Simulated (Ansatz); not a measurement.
This geometry of H₄O₃SSi (9 atoms, charge 0, multiplicity 1) is a first-order saddle point.

The calculation used RKS r2SCAN/def2-SVP in Ansatz.

```xyz
9
Properties=species:S:1:pos:R:3
Si -0.466 -0.425 -0.078
S 1.538 0.946 0.863
O -0.072 -1.537 0.922
H 1.283 -0.336 1.360
O -1.769 0.578 0.047
O -0.056 -0.422 -1.667
H 2.323 0.461 -0.126
H -2.223 0.544 0.898
H -0.558 0.190 -2.220
```

Q: Which two structures does it join? (They come from a converged band through this point; their orientation in space is the band's.)

A: Bonds broken: O3–H4. Bonds formed: S2–H4.

First end point:

```xyz
9
Properties=species:S:1:pos:R:3
Si -0.107 -0.021 0.014
S 1.418 1.461 0.230
O 0.193 -1.407 0.860
H 0.494 -1.271 1.766
O -1.439 0.801 0.550
O -0.259 -0.590 -1.529
H 2.362 0.662 -0.317
H -2.246 0.276 0.623
H -0.417 0.087 -2.197
```

Last end point:

```xyz
9
Properties=species:S:1:pos:R:3
Si -0.522 -0.479 -0.090
S 1.503 0.925 0.836
O -0.257 -1.665 0.850
H 1.628 -0.213 1.562
O -1.760 0.611 0.031
O -0.027 -0.372 -1.659
H 2.262 0.438 -0.172
H -2.278 0.519 0.841
H -0.550 0.235 -2.199
```

Q: How far does it lie above each of them?

A: 2.05 eV above the first and 0.02 eV above the second. This is the barrier of this one path; another mechanism may lie lower. The orbitals stay closed-shell, which can raise the energy where a bond breaks towards radicals; this wasn't checked here.

Time of the run: 6.1 min on 2 threads of Intel(R) Xeon(R) Platinum 8488C (Sapphire Rapids) (shared host), peak memory 0.17 GiB.
